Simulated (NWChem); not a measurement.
Everything below was run with NWChem. System: C2H6Se, charge 1, spin multiplicity 2, at the geometry of a parent with another charge or spin, in a state set for the comparison that need not be this species' ground state. Its SCF solution wasn't tested for a lower state. Level: UHF/def2-TZVP.

Job file:

```
start mol
memory heap 200 mb stack 900 mb global 1100 mb
charge 1
geometry units angstroms nocenter noautoz
  C     -1.456391     0.000000     0.812448
  Se     0.000000     0.000000    -0.470305
  C      1.456391     0.000000     0.812448
  H     -1.424564     0.900680     1.441523
  H     -2.392542     0.000000     0.237457
  H     -1.424564    -0.900680     1.441523
  H      1.424564     0.900680     1.441523
  H      2.392542     0.000000     0.237457
  H      1.424564    -0.900680     1.441523
  symmetry group C2v
end
basis spherical
  * library def2-tzvp
end
scf
  uhf
  nopen 1
  maxiter 100
  thresh 1e-7
  semidirect memsize 60000000 filesize 0
  # guess.movecs holds the orbitals of an unrestricted PBE0 run
  vectors input guess.movecs output mol.movecs
end
task scf energy
```

NWChem printed:

```
             Northwest Computational Chemistry Package (NWChem) 7.3.0
             --------------------------------------------------------

                                NWChem Input Module
                                -------------------

 Scaling coordinates for geometry "geometry" by  1.889725989
 (inverse scale =  0.529177249)

 Turning off AUTOSYM since
 SYMMETRY directive was detected!

                             Geometry "geometry" -> ""
                             -------------------------

 Output coordinates in angstroms (scale by  1.889725989 to convert to a.u.)

  No.       Tag          Charge          X              Y              Z
 ---- ---------------- ---------- -------------- -------------- --------------
    1 C                    6.0000    -1.45639100     0.00000000     0.81244800
    2 Se                  34.0000     0.00000000     0.00000000    -0.47030500
    3 C                    6.0000     1.45639100     0.00000000     0.81244800
    4 H                    1.0000    -1.42456400     0.90068000     1.44152300
    5 H                    1.0000    -2.39254200     0.00000000     0.23745700
    6 H                    1.0000    -1.42456400    -0.90068000     1.44152300
    7 H                    1.0000     1.42456400     0.90068000     1.44152300
    8 H                    1.0000     2.39254200     0.00000000     0.23745700
    9 H                    1.0000     1.42456400    -0.90068000     1.44152300

 Effective nuclear repulsion energy (a.u.)     186.6170165896

            Nuclear Dipole moment (a.u.)
            ----------------------------
        X                 Y               Z
 ---------------- ---------------- ----------------
     0.0000000000     0.0000000000     0.0000226767

      Symmetry information
      --------------------

 Group name             C2v
 Group number             16
 Group order               4
 No. of unique centers     4

      Symmetry unique atoms

     1    2    4    5


 Summary of "ao basis" -> "" (spherical)
 ------------------------------------------------------------------------------
       Tag                 Description            Shells   Functions and Types
[...]
    2 Se  34    33.40   2.00  2.00  1.17  0.77  1.04  0.86  6.00  5.93  0.91  2.08  0.48  8.97  1.04  0.03  0.10  0.02
    3 C    6     6.39   0.85  1.12  0.48  0.75  0.04  1.21  1.51  0.37  0.02  0.05  0.00
    4 H    1     0.80   0.25  0.46  0.07  0.02
    5 H    1     0.80   0.26  0.46  0.06  0.02
    6 H    1     0.80   0.25  0.46  0.07  0.02
    7 H    1     0.80   0.25  0.46  0.07  0.02
    8 H    1     0.80   0.26  0.46  0.06  0.02
    9 H    1     0.80   0.25  0.46  0.07  0.02

  Mulliken analysis of the alpha density
  --------------------------------------

    Atom       Charge   Shell Charges
 -----------   ------   -------------------------------------------------------
    1 C    6     3.15   0.43  0.56  0.24  0.37  0.01  0.60  0.73  0.17  0.01  0.03  0.00
    2 Se  34    17.24   1.00  1.00  0.58  0.39  0.53  0.44  3.00  2.97  0.57  1.36  0.32  4.48  0.52  0.02  0.05  0.01
    3 C    6     3.15   0.43  0.56  0.24  0.37  0.01  0.60  0.73  0.17  0.01  0.03  0.00
    4 H    1     0.41   0.13  0.24  0.04  0.01
    5 H    1     0.40   0.13  0.23  0.03  0.01
    6 H    1     0.41   0.13  0.24  0.04  0.01
    7 H    1     0.41   0.13  0.24  0.04  0.01
    8 H    1     0.40   0.13  0.23  0.03  0.01
    9 H    1     0.41   0.13  0.24  0.04  0.01

   Mulliken analysis of the beta density
   -------------------------------------

    Atom       Charge   Shell Charges
 -----------   ------   -------------------------------------------------------
    1 C    6     3.24   0.43  0.56  0.24  0.38  0.02  0.62  0.77  0.19  0.01  0.02  0.00
    2 Se  34    16.16   1.00  1.00  0.58  0.39  0.51  0.42  3.00  2.96  0.34  0.72  0.15  4.49  0.52  0.01  0.05  0.01
    3 C    6     3.24   0.43  0.56  0.24  0.38  0.02  0.62  0.77  0.19  0.01  0.02  0.00
    4 H    1     0.39   0.12  0.22  0.03  0.01
    5 H    1     0.40   0.13  0.23  0.03  0.01
    6 H    1     0.39   0.12  0.22  0.03  0.01
    7 H    1     0.39   0.12  0.22  0.03  0.01
    8 H    1     0.40   0.13  0.23  0.03  0.01
    9 H    1     0.39   0.12  0.22  0.03  0.01

   Mulliken analysis of the spin density
   -------------------------------------

    Atom       Charge   Shell Charges
 -----------   ------   -------------------------------------------------------
    1 C    6    -0.09  -0.00  0.00 -0.00 -0.01 -0.01 -0.02 -0.04 -0.02  0.00  0.00  0.00
    2 Se  34     1.09  -0.00  0.00  0.00 -0.00  0.02  0.03  0.00  0.01  0.23  0.64  0.17 -0.01  0.00  0.01  0.01 -0.00
    3 C    6    -0.09  -0.00  0.00 -0.00 -0.01 -0.01 -0.02 -0.04 -0.02  0.00  0.00  0.00
    4 H    1     0.02   0.01  0.01  0.00 -0.00
    5 H    1     0.00   0.00  0.00  0.00 -0.00
    6 H    1     0.02   0.01  0.01  0.00 -0.00
    7 H    1     0.02   0.01  0.01  0.00 -0.00
    8 H    1     0.00   0.00  0.00  0.00 -0.00
    9 H    1     0.02   0.01  0.01  0.00 -0.00

       Multipole analysis of the density wrt the origin
       ------------------------------------------------

     L   x y z        total         alpha         beta         nuclear
     -   - - -        -----         -----         ----         -------
     0   0 0 0      1.000000    -26.000000    -25.000000     52.000000

     1   1 0 0      0.000000      0.000000      0.000000      0.000000
     1   0 1 0      0.000000     -0.000000      0.000000      0.000000
     1   0 0 1      0.668674      0.724581     -0.055929      0.000023

     2   2 0 0    -15.159593    -88.482250    -87.442880    160.765536
     2   1 1 0     -0.000000     -0.000000      0.000000      0.000000
     2   1 0 1     -0.000000     -0.000000     -0.000000      0.000000
     2   0 2 0    -20.498942    -17.851299    -14.235381     11.587739
     2   0 1 1      0.000000      0.000000     -0.000000      0.000000
     2   0 0 2    -19.203963    -53.220699    -51.210063     85.226799

 Task  times  cpu:        5.4s     wall:        5.4s

 Total times  cpu:        5.4s     wall:        5.4s
```
